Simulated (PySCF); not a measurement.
## Converging TlSe in the basis (MP2)

PySCF, UHF reference; doublet, unpaired electrons π ↑; De to Tl + Se without counterpoise correction. Frozen cores follow the default of each basis and core potential.

```
     basis                           relativity  functions  Re (Å)  ωe (cm⁻¹)  De (eV)  frozen orbitals
cc-pVDZ-PP  scalar-relativistic core potentials         46   2.725        179     2.42                8
  def2-SVP  scalar-relativistic core potentials         58   2.728        182     2.46               13
def2-TZVPP  scalar-relativistic core potentials         98   2.698        179     2.78               13
```

**Question.** How does each smaller set differ from the one with most functions, def2-TZVPP?

**Answer.** cc-pVDZ-PP: +2.7 pm, +0.0 % in ωe, -0.36 eV in De; def2-SVP: +3.0 pm, +1.7 % in ωe, -0.32 eV in De. All at MP2; the set with most functions is neither the basis-set limit nor always the best.

Correlated steps freeze the inner cores (8 to 13 orbitals); shallow outer-core shells are correlated. Correlated levels converge slowly with the basis: in double zeta they bind strong bonds too weakly, by up to about 1 eV, and carry superposition errors of some tenths. These are scalar-relativistic numbers at best; spin–orbit coupling would shift them, the dissociation energy most. The state is the lowest determinant that a PBE0 search found; another state may lie lower at other levels.
